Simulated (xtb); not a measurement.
xtb input:

```bash
xtb mol.xyz --gfn 1 --sp --chrg 0 --uhf 0
```
mol.xyz:
```
18

C     -2.32237429    -0.00011607     1.56336001
Si    -1.35052201    -0.50960324     0.05908900
C     -2.11059143     0.14290282    -1.52075835
O      0.18092430     0.08788941     0.27091613
C      1.25398273    -0.18605441    -0.62994658
Si     2.85338393     0.47015213     0.13672443
H     -3.34312813    -0.38618352     1.51419951
H     -1.85910687    -0.38144045     2.47480841
H     -2.37533951     1.08791189     1.63970256
H     -1.26520744    -1.99392914    -0.03869808
H     -1.52490194    -0.14315688    -2.39699399
H     -3.11850316    -0.25772774    -1.65501558
H     -2.18088728     1.23284045    -1.50128076
H      1.34132620    -1.26409227    -0.81842736
H      1.07777565     0.29143474    -1.60175565
H      2.74173559     1.92893048     0.36385140
H      3.11060078    -0.21088576     1.42585712
H      3.98207299     0.20510449    -0.79089543
```

### Question
Predict the final energy.

### Answer
-21.28531 Eh (GFN1-xTB).
